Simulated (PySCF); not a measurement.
# A small calculation by hand: oscillator strength and radiative lifetime

C3H6BFN2, SMILES CN1CN=CB1F.

Coordinates come from a B3LYP-D3(BJ)/def2-SVP optimisation. The structure was generated by enumeration, and PubChem lists no compound with its InChIKey, so it may never have been made. The values are those of a single conformer.

PySCF with TDA-CAM-B3LYP/def2-SVPD puts the first singlet state with f over 0.02 at 6.03 eV (vertical), with the transition dipole (-0.628, 0.658, 0.000) in atomic units.

### Question
Find the oscillator strength, the wavelength and the radiative lifetime that this transition would have in vacuum if emission retraced absorption.

### Answer

|μ|² = 0.8273 au, so |μ| = 2.31 D. ΔE = 6.03/27.211 = 0.2216 hartree. f = (2/3) ΔE |μ|² = 0.122 (the program prints 0.122).
λ = 1239.84/6.03 = 206 nm; ν = 48635 cm⁻¹.
Einstein's coefficient A = 0.6670 ν² f s⁻¹ (ν in cm⁻¹) = 1.9e8 s⁻¹, so τ = 1/A = 5.2 ns. This state is S2; the lower singlet has f = 0.001. The figure is the radiative limit of this one transition; relaxation, internal conversion, crossing to triplets and a medium change what is measured.
